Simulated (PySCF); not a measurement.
C6H11F.
Atom-mapped SMILES: `[CH2:1]=[CH:2][CH2:3][CH2:4][C@@H:5]([CH3:6])[F:7]` (hydrogens: H8, H9 on C1; H10 on C2; H11, H12 on C3; H13, H14 on C4; H15 on C5; H16, H17, H18 on C6)

Structure optimised with GFN2-xTB, isolated species.

List the bond lengths, angles and torsions at this level.

```json
{"bond": "C1=C2", "length (bohr)": "2.493", "order": "double"}
{"bond": "C2–C3", "length (bohr)": "2.825", "order": "single"}
{"bond": "C3–C4", "length (bohr)": "2.895", "order": "single"}
{"bond": "C4–C5", "length (bohr)": "2.882", "order": "single"}
{"bond": "C5–C6", "length (bohr)": "2.874", "order": "single"}
{"bond": "C5–F7", "length (bohr)": "2.621", "order": "single"}
{"bond": "C1–H8", "length (bohr)": "2.035", "order": "single"}
{"bond": "C1–H9", "length (bohr)": "2.037", "order": "single"}
{"bond": "C2–H10", "length (bohr)": "2.046", "order": "single"}
{"bond": "C3–H11", "length (bohr)": "2.066", "order": "single"}
{"bond": "C3–H12", "length (bohr)": "2.063", "order": "single"}
{"bond": "C4–H13", "length (bohr)": "2.064", "order": "single"}
{"bond": "C4–H14", "length (bohr)": "2.062", "order": "single"}
{"bond": "C5–H15", "length (bohr)": "2.076", "order": "single"}
{"bond": "C6–H16, C6–H17, C6–H18", "length (bohr)": "2.054", "order": "single"}
```

Bonds in one row agree within 0.02 bohr and their mean is given. Orders are formal, as drawn. A selection of angles:
```json
{"angle": "C2–C1–H8", "degrees": "122.1"}
{"angle": "C2–C1–H9", "degrees": "121.8"}
{"angle": "H8–C1–H9", "degrees": "116.2"}
{"angle": "C1–C2–C3", "degrees": "124.6"}
{"angle": "C1–C2–H10", "degrees": "120.2"}
{"angle": "C3–C2–H10", "degrees": "115.2"}
{"angle": "C2–C3–C4", "degrees": "110.9"}
{"angle": "C2–C3–H11", "degrees": "109.4"}
{"angle": "C2–C3–H12", "degrees": "109.9"}
{"angle": "C4–C3–H11", "degrees": "108.5"}
{"angle": "C4–C3–H12", "degrees": "109.8"}
{"angle": "H11–C3–H12", "degrees": "108.2"}
{"angle": "C3–C4–C5", "degrees": "112.3"}
{"angle": "C3–C4–H13", "degrees": "109.4"}
{"angle": "C3–C4–H14", "degrees": "109.6"}
{"angle": "C5–C4–H13", "degrees": "108.6"}
{"angle": "C5–C4–H14", "degrees": "108.4"}
{"angle": "H13–C4–H14", "degrees": "108.4"}
{"angle": "C4–C5–C6", "degrees": "112.7"}
{"angle": "C4–C5–F7", "degrees": "108.8"}
{"angle": "C4–C5–H15", "degrees": "110.7"}
{"angle": "C6–C5–F7", "degrees": "108.4"}
{"angle": "C6–C5–H15", "degrees": "110.8"}
{"angle": "F7–C5–H15", "degrees": "105.2"}
{"angle": "C5–C6–H16", "degrees": "109.9"}
{"angle": "H16–C6–H17", "degrees": "109.1"}
```

Dihedral angles: C1–C2–C3–C4 120° (anticlinal); C2–C3–C4–C5 180° (antiperiplanar); C3–C4–C5–C6 177° (antiperiplanar).

Of the pairs four or more bonds apart, F7···H11 is among the closest relative to their van der Waals radii: 2.59 Å, 97 % of the sum of Bondi's values. The C–C distances run from 1.319 Å (C1=C2, drawn double) to 1.532 Å (C3–C4, drawn single), a spread of 0.213 Å.

Point group: C1 (no symmetry element, even within 0.4 Å). Not checked by GFN2-xTB frequencies. The numbers are those of one conformer.

All values are computed, not measured.
